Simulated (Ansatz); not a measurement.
Gas-phase electronic energies from Ansatz, PBE0-D4/def2-TZVP geometries. CBS: MP2 limit from def2 TZ/QZ plus the TZ coupled-cluster correction, frozen cores. This one scheme is used for every species. Functionals use def2-TZVPP. B3LYP here is the variant with VWN-RPA as its local correlation; programs differ in this. One conformer a species, not always the lowest.

Reaction (ligand exchange at the Al–C bond): `N#[C][Al]([Cl])[Cl]` + ethylmethylamine → `CC[N](C)[Al]([Cl])[Cl]` + `C#N`

```json
{"level": "PBE-D4", "ΔE (kJ/mol)": "-32.7", "difference from CCSD(T)/CBS": "2.0"}
{"level": "PBE0-D4", "ΔE (kJ/mol)": "-31.8", "difference from CCSD(T)/CBS": "2.9"}
{"level": "B3LYP-D4", "ΔE (kJ/mol)": "-35.3", "difference from CCSD(T)/CBS": "-0.6"}
{"level": "ωB97M-V", "ΔE (kJ/mol)": "-32.6", "difference from CCSD(T)/CBS": "2.1"}
{"level": "B2PLYP", "ΔE (kJ/mol)": "-28.5", "difference from CCSD(T)/CBS": "6.2"}
{"level": "r2SCAN", "ΔE (kJ/mol)": "-29.7", "difference from CCSD(T)/CBS": "5.0"}
{"level": "PBE0", "ΔE (kJ/mol)": "-24.2", "difference from CCSD(T)/CBS": "10.5"}
{"level": "B3LYP", "ΔE (kJ/mol)": "-22.4", "difference from CCSD(T)/CBS": "12.3"}
{"level": "HF/def2-TZVPP", "ΔE (kJ/mol)": "-14.7", "difference from CCSD(T)/CBS": "20.0"}
{"level": "MP2/def2-TZVPP", "ΔE (kJ/mol)": "-37.5", "difference from CCSD(T)/CBS": "-2.8"}
{"level": "CCSD(T)/def2-TZVPP", "ΔE (kJ/mol)": "-34.3", "difference from CCSD(T)/CBS": "0.4"}
{"level": "HF/def2-QZVPP", "ΔE (kJ/mol)": "-14.9", "difference from CCSD(T)/CBS": "19.8"}
{"level": "MP2/def2-QZVPP", "ΔE (kJ/mol)": "-37.7", "difference from CCSD(T)/CBS": "-3.0"}
{"level": "SCS-MP2/def2-QZVPP", "ΔE (kJ/mol)": "-33.5", "difference from CCSD(T)/CBS": "1.2"}
{"level": "MP2/CBS(def2)", "ΔE (kJ/mol)": "-37.8", "difference from CCSD(T)/CBS": "-3.1"}
{"level": "CCSD/CBS(def2)", "ΔE (kJ/mol)": "-32.3", "difference from CCSD(T)/CBS": "2.4"}
{"level": "CCSD(T)/CBS", "ΔE (kJ/mol)": "-34.7", "difference from CCSD(T)/CBS": "0"}
```

Largest T1 diagnostic among the species: 0.014.

The D4 term adds −12.9 kJ/mol with B3LYP and −7.6 kJ/mol with PBE0; it sums over pairs of atoms, weighted by their polarisabilities, and B3LYP, whose exchange is more repulsive, gets the larger term. In def2-TZVPP, CCSD(T) changes the Hartree–Fock value by −19.6 kJ/mol (the triples alone add −2.4 kJ/mol) and MP2 by −22.7 kJ/mol.
